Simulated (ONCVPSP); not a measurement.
Sb (Z = 51): one change to an ONCV potential, before and after

Sb (Z = 51), optimised norm-conserving Vanderbilt (ONCV), made with ONCVPSP 4.0.1 (LDA (Perdew-Zunger), scalar-relativistic). Core [Kr] 4d10, reference 5s2 5p1 (charge +2). Waves: 5s: rc 2.00 bohr, ncon 4, nbas 8, qcut 2.7 1/bohr, 2 projectors, debl 2.3 Ha; 5p: rc 1.80 bohr, ncon 4, nbas 9, qcut 4.9 1/bohr, 2 projectors, debl 3.6 Ha. Local part: polynomial inside 1.15 bohr (lpopt 5, dvloc0 3 Ha). Core correction: Teter function fitted to the true core (icmod 2), fcfact 0.5.

Change: s: qcut 3.5; p: qcut 6.4.

Cutoffs: the cutoffs (Ha) at which the residual kinetic energy of the hardest occupied pseudo-wave falls to 1 and 0.1 mHa per electron; they do not see the model core or the augmentation charge, which bear on the density cutoff. Errors are all-electron minus pseudo energies relative to the spin-unpolarised reference configuration.

Question: How do hardness, ghosts and transferability respond?

Answer: The potential gets softer (36 Ha and 68 Ha → 15 Ha and 38 Ha); the bound ghosts move from s to p, s; of the 4 tests that both files solve, the error grows in 3 and shrinks in 0 by more than 15 % and 0.3 meV (median size 7.6 → 11.1 meV); the range in which the p phases agree widens (upper end 2.6 → 3.7).

| quantity | base | changed |
| --- | --- | --- |
| cutoff, loose | 36 Ha | 15 Ha |
| cutoff, tight | 68 Ha | 38 Ha |
| loose cutoff by channel | s 36 Ha, p 7.1 Ha | s 11 Ha, p 15 Ha |
| bound ghosts | s | s, p |
| GHOST(+) flags under 300 eV | p at 70.5 eV | p at 105.8 eV |
| error for 5s2 5p3, meV [ΔE -24.77 eV] | -2.0 | -5.9 |
| error for 5s2 5p2, meV [ΔE -16.25 eV] | -0.6 | -2.1 |
| error for 5s2 5p0, meV [ΔE 24.79 eV] | -20 | -22 |
| error for 5s1 5p4, meV [ΔE -16.56 eV] | +13 | +16 |
| s: phases at 2.03 bohr within 0.05 rad from the reference energy up to (Ha; the scan ends near 5) | 3.4 | 3.2 |
| p: phases at 1.83 bohr within 0.05 rad from the reference energy up to (Ha; the scan ends near 5) | 2.6 | 3.7 |
| rms error of d²Exc/dni dnj with the model core, mHa | 1.76 | 1.94 |

 A true bound ghost makes a file unfit for plane-wave use even where its test errors are small: the radial tests pick states by their node count and pass the ghost by.
